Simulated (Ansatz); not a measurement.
Coupled-cluster run, `[SiH3][O][Ge]([O][SiH3])([O][SiH3])[O][SiH3]`.

```yaml
crystal:
  periodic: [false, false, false]
  atoms:
    - {symbol: Si, position_ang: [0.023987, -2.729716, 1.488702]}
    - {symbol: O, position_ang: [0.578219, -1.232138, 1.079735]}
    - {symbol: Ge, position_ang: [-0.006325, 0.000083, 0.001736]}
    - {symbol: O, position_ang: [1.330884, 0.597660, -0.934671]}
    - {symbol: Si, position_ang: [2.865826, 0.052185, -1.186765]}
    - {symbol: O, position_ang: [-0.703958, 1.326884, 0.882080]}
    - {symbol: Si, position_ang: [-0.191735, 2.859397, 1.207825]}
    - {symbol: O, position_ang: [-1.230528, -0.692099, -1.020194]}
    - {symbol: Si, position_ang: [-2.721764, -0.179713, -1.500661]}
    - {symbol: H, position_ang: [0.261997, -3.690076, 0.381377]}
    - {symbol: H, position_ang: [0.775858, -3.155694, 2.692928]}
    - {symbol: H, position_ang: [-1.430187, -2.683849, 1.790891]}
    - {symbol: H, position_ang: [3.702196, 0.284476, 0.018074]}
    - {symbol: H, position_ang: [2.858719, -1.399609, -1.503457]}
    - {symbol: H, position_ang: [3.413837, 0.815477, -2.333063]}
    - {symbol: H, position_ang: [1.218745, 2.850252, 1.675300]}
    - {symbol: H, position_ang: [-1.072570, 3.393100, 2.273759]}
    - {symbol: H, position_ang: [-0.298037, 3.709514, -0.005055]}
    - {symbol: H, position_ang: [-2.667247, 1.234594, -1.953216]}
    - {symbol: H, position_ang: [-3.138472, -1.052585, -2.623768]}
    - {symbol: H, position_ang: [-3.694144, -0.297543, -0.384557]}
basis:
  gaussian: {orbitals: def2-TZVPP}
correlation: {method: ccsd_t}
output: {orbitals: {seedname: orbitals}}
```

```sh
$ ansatz run in.yaml --threads 4 --pin off --events-out ev --progress --plain --max-ram 66560MiB --backend cuda --devices 0, --max-vram 37GiB
```

Log, shortened:

```
Functional definition: HF
2993 factors; integrals over basis functions are off by at most 9.1e-4 eV
mean field evaluation 1: about -96265.6504 eV, gradient 6.6e1 eV
mean field evaluation 2: about -96266.2435 eV, gradient 6.7e1 eV
mean field evaluation 4: about -96274.6827 eV, gradient 5.5e0 eV
mean field evaluation 8: about -96274.8066 eV, gradient 3.5e-1 eV
mean field -96274.80752641 eV, -3538.0339191871 hartree, gradient 4.0e-6 eV, S^2 0.000000; 0 other end points of the search recorded, 0 dependent functions left out
33 core orbitals not correlated: weight in the atoms' cores, before any rotation towards them, 1.000 or more for the frozen orbitals, at most 0.000 for the correlated occupied ones
reference -96274.80752641 eV, -3538.0339191871 hartree; 33, 33 occupied and 442, 442 virtual orbitals, 2993 factors
second order -45.66475677 eV of doubles, -0.00000000 eV of singles
cycle   1  -46.10474897 eV  change   -4.4e-1 eV  update   1.6e-1
cycle   2  -47.45443541 eV  change    -1.3e0 eV  update   4.8e-2
cycle   3  -47.74728542 eV  change   -2.9e-1 eV  update   2.4e-2
cycle   4  -47.71051906 eV  change    3.7e-2 eV  update   4.7e-3
cycle   5  -47.70908552 eV  change    1.4e-3 eV  update   2.1e-3
cycle   6  -47.71068472 eV  change   -1.6e-3 eV  update   5.6e-4
cycle   7  -47.71024002 eV  change    4.4e-4 eV  update   2.4e-4
cycle   8  -47.71012767 eV  change    1.1e-4 eV  update   7.6e-5
cycle   9  -47.71017997 eV  change   -5.2e-5 eV  update   3.3e-5
perturbative correction -1.68826112 eV, -0.0620424520 hartree
Total energy: -96324.20596750 eV, -3539.8492784139 hartree
```

Hardware: 4 threads of an AMD EPYC 7R13 on a shared host and a share of an NVIDIA H100 80 GB. Wall time 2.8 min, peak host memory 2.4 GiB.

MP2 recovers 92.4 % of the CCSD(T) correlation energy and the triples give 3.4 %; T1 = 0.0122.
